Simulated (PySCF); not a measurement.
## Cadmium: a sound run and one with changed settings

Sound run: Cd [Kr] 4d10 5s2, Cd⁺ [Kr] 4d10 5s1. All numbers are calculated (PySCF 2.14, a scalar-relativistic core potential, in def2-SVP with the def2 core potential (28 electrons) (5s3p2d1f, 31 functions)). In the sound run the correlated levels freeze 4s2 4p6 outside the core potential. The sound run starts from symmetry-adapted Hartree-Fock orbitals and uses a fine grid where one is needed.

Changed run: initial guess atom, at most 50 SCF cycles.

```
species   method  sound run (hartree)  changed run (hartree)  converged
     Cd      UHF           -166.84661             -166.84661        yes
     Cd     BP86           -167.85486             -167.85486        yes
     Cd  CCSD(T)           -167.12243             -167.12243        yes
    Cd⁺      LDA           -167.10690             -167.10690        yes
    Cd⁺      MP2           -166.81443             -166.81443        yes
```

Here the plain start reaches the same solutions.
